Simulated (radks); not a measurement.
Values are calculated unless marked as measured or tabulated.
Q: The iodine ion I3+ is in [Kr] 4d10 5s2 5p2. Level of theory: scalar-relativistic Kohn-Sham, BLYP, spin-polarised, spherical densities, finite nucleus; Fermi nuclear charge, rms radius of each element as measured or else 0.836 A^(1/3) + 0.57 fm (a radial shooting solver on a logarithmic mesh with Libxc functionals). Open shells are filled with parallel spins first. One electron is removed from 5s, 4p, 4d, 5p in turn, with full relaxation. Which removal costs least, and what does each cost?

A: 5p 39.991 eV; 5s 51.074 eV; 4d 91.544 eV; 4p 169.86 eV. The 5p electron leaves first.
